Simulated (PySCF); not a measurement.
A structure optimised at PBE-D3(BJ)/def2-SVP, used in a PySCF frequency run:

```
N
B 1 1.4277
N 2 1.4195 1 124.42
H 3 1.0169 2 121.10 1 -179.91
H 3 1.0190 4 113.40 2 179.97
C 1 1.4455 2 124.49 3 0.05
H 6 1.1068 1 111.42 2 0.47
H 6 1.1161 7 107.34 5 -123.57
H 6 1.1161 7 107.38 8 -114.52
C 1 1.4470 2 121.92 3 -179.82
H 10 1.1059 1 109.98 2 -0.15
H 10 1.1166 11 108.12 1 122.38
H 10 1.1166 11 108.11 12 115.22
H 2 1.2203 3 117.88 4 0.09
```

**Question.** Write its SMILES and formula.

**Answer.** CN(C)BN, C2H9BN2

**Question.** What are its rotational constants (standard atomic weights)?

**Answer.** 8.7020, 3.5391, 2.5997 GHz
